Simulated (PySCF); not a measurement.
# Dipole moment and polarisability of `C#C[C@@H]1C(=O)C[C@@H]1C`

Compound: C₇H₈O.
Structure used (GFN2-xTB), in Å, numbered top down from 1:
```
atom  x, y, z in Å
C1     1.871   -1.552   -1.387
C2     1.182   -0.599   -1.161
C3     0.373    0.550   -0.844
C4     0.922    1.415    0.294
O5     1.929    2.039    0.437
C6    -0.304    1.181    1.143
C7    -0.906    0.316    0.014
C8    -1.201   -1.124    0.389
H9     2.473   -2.383   -1.606
H10    0.202    1.129   -1.756
H11   -0.849    2.087    1.403
H12   -0.084    0.637    2.061
H13   -1.789    0.768   -0.440
H14   -0.321   -1.596    0.820
H15   -1.494   -1.693   -0.491
H16   -2.011   -1.164    1.115
```

Level: B3LYP/def2-SVPD (PySCF), static field, nuclei fixed, core orbitals frozen in the response. The polarisability tensor in these axes (au):

```
x   83.13 -3.43 -8.42
y   -3.43 85.89 10.49
z   -8.42 10.49 72.62
```

Task: Give the principal values, the mean and the anisotropy Δα = √{½[(α1 − α2)² + (α2 − α3)² + (α1 − α3)²]}.

Result: Principal values 64.85, 80.85 and 95.94 au; mean 80.55 au = 11.94 Å³ = 13.28 × 10⁻⁴⁰ C²·m²/J; Δα = 26.93 au (33 % of the mean).

Task: What is the dipole moment, and where does it point?

Result: (-2.97, -1.25, -0.04) D, 3.22 D in size, pointing from the negative to the positive side. Measured along this direction, the outermost atoms are O5 at the negative end and H16 at the positive end.

Task: What would n − 1 = 2πNα be for an ideal gas of these molecules at 400 K and 1 atm, electronic part alone?

Result: N = p/kT = 1.8347 × 10¹⁹ cm⁻³, so n − 1 = 2π × N × 11.94 × 10⁻²⁴ cm³ = 1376 × 10⁻⁶ at long wavelengths, for an ideal gas.

Task: Molar refractivity from α?

Result: Lorentz–Lorenz: R = (4π/3)N_A α = 2.5225 cm³/(mol·Å³) × 11.94 Å³ = 30.1 cm³/mol, in the limit of long wavelengths.

Task: What depolarisation ratio follows for Rayleigh scattering of linearly polarised light, taking the static tensor?

Result: ρ = 3Δα²/(45ᾱ² + 4Δα²) = 2175.2/(291964 + 2900.2) = 0.00738.

Geometry: GFN2-xTB; no solvent, vibrations or thermal averaging.
